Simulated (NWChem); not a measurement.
Basis-set dependence for methylammonium (CH$_{6}$N (+1))

```xyz
8

C      0.7888     0.0475     0.0000
N     -0.7003    -0.0422     0.0000
H      1.1101     0.5868     0.8989
H      1.1101     0.5868    -0.8989
H      1.2037    -0.9674     0.0000
H     -1.0563    -0.5417     0.8265
H     -1.0563    -0.5417    -0.8265
H     -1.1423     0.8873     0.0000
```
Charge +1, spin multiplicity 1.

All runs are NWChem calculations. All single points use one geometry, from PBE0/def2-SVP, a minimum by its harmonic frequencies.

Hartree-Fock energies in Ha, correlation energies in mHa.

The correlated methods keep 2 core orbitals frozen. Coupled-cluster values serve here as a point of comparison, not as the truth.

```csv
basis,functions,RHF,MP2,SCS-MP2,CCSD,CCSD+T(CCSD),CCSD(T),CR-CCSD[T],CR-CCSD(T),RI-MP2
STO-3G,16,-94.45897,-112.6,-125.8,-148.8,-149.5,-149.5,-149.4,-149.4,not run
cc-pVDZ,58,-95.58705,-323.5,-327.3,-356.7,-365.0,-364.8,-363.5,-363.4,-323.4
cc-pVTZ,144,-95.61672,-397.9,-405.0,not run,not run,not run,not run,not run,-397.9
```

From cc-pVDZ to cc-pVTZ the Hartree-Fock energy moves by -29.7 mHa and the MP2 correlation energy by -74.4 mHa, which is 19 % of its value in the larger set.
